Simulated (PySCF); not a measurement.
ClF2H3SSi2, SMILES F[SiH](F)S[SiH2]Cl.

The structure is a stationary point at PBE-D3(BJ)/def2-SVP. This is a generated structure with no PubChem entry under its InChIKey; it may be hypothetical. Other conformers were not sampled.

Two levels are set side by side: TDA-PBE/def2-SVPD (PySCF) and TDA-M06-2X/def2-SVPD (PySCF). Vertical, same geometry. The lowest singlet is HOMO→LUMO 96 % with PBE and HOMO→LUMO 85 % with the other functional; states are paired by order. Differences are taken from unrounded values.

```csv
quantity,TDA-M06-2X
lowest singlet excitation (eV),6.29
lowest triplet excitation (TDA) (eV),5.99
first bright state (f over 0.05) (eV),7.91
its oscillator strength,0.06
```

Problem. What does TDA-PBE give, and how far is it from TDA-M06-2X? (An estimate is asked for; the answer gives what the named calculation found.)

Solution. 
```csv
quantity,TDA-PBE,TDA-PBE minus TDA-M06-2X
lowest singlet excitation (eV),5.72,-0.57
lowest triplet excitation (TDA) (eV),5.37,-0.62
first bright state (f over 0.05) (eV),6.77,-1.14
its oscillator strength,0.08,0.02
```

Functionals without exact exchange tend to place singlet excitations lower, as here. Differences between two approximate levels are no errors against the true value.

Rough cost on one machine, each run with all the roots and properties that it gave: TDA-M06-2X against TDA-PBE about 9 times.
